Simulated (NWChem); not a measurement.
**Atomisation of C$_{4}$H$_{7}$Cl**

```
C
H 1 1.0992
C 1 1.5314 2 111.92
H 3 1.0998 1 117.81 2 29.11
H 3 1.1002 4 109.09 1 -126.65
C 1 1.5314 2 111.92 3 -98.52
H 6 1.0998 1 117.81 2 -29.11
H 6 1.1002 7 109.09 1 126.65
C 3 1.5429 4 119.33 5 -129.65
H 9 1.0994 3 117.48 4 98.53
H 9 1.1005 10 108.44 3 128.15
Cl 1 1.7835 2 106.39 3 130.74
```
Charge 0, spin multiplicity 1.

All runs are NWChem calculations. All single points use one geometry, from PBE0/def2-SVP, a minimum by its harmonic frequencies. It is one conformer; others weren't searched.

Basis set: def2-SVP. The atomisation energy is electronic alone: no zero-point, thermal, spin-orbit or counterpoise terms. No value is extrapolated to the basis-set limit. Free atoms are single determinants with multiplicities Cl 2, C 3, H 2. Correlated methods freeze the same cores in atoms and molecule, 9 orbitals in all.

Relative cost: rough, from shared machines, SCF included, HF = 1. Costs are the molecule's.

B3LYP has NWChem's definition, with VWN1-RPA local correlation. GW and range-separated runs recompute their integrals, the others keep them in memory, which bears on the times. The structure started from a generated list of species. No SCF solution was tested for a lower state. Open-shell Hartree-Fock references start from PBE0 orbitals; any time given for them includes that run.

| method | atomisation energy (kcal/mol) | relative cost |
|---|---|---|
| HF | 856.4 | 1 |
| B3LYP | … | under 3 |
| PBE0 | … | under 3 |
| PBE | 1164.9 | under 3 |
| BLYP | … | under 3 |
| MP2 | 1098.7 | under 3 |
| TPSS | 1144.5 | 4 |
| CAM-B3LYP | … | 10 |

Some entries are withheld; supply them.


- B3LYP, atomisation energy (kcal/mol): 1128.5
- PBE0, atomisation energy (kcal/mol): 1151.5
- BLYP, atomisation energy (kcal/mol): 1118.3
- CAM-B3LYP, atomisation energy (kcal/mol): 1138.3
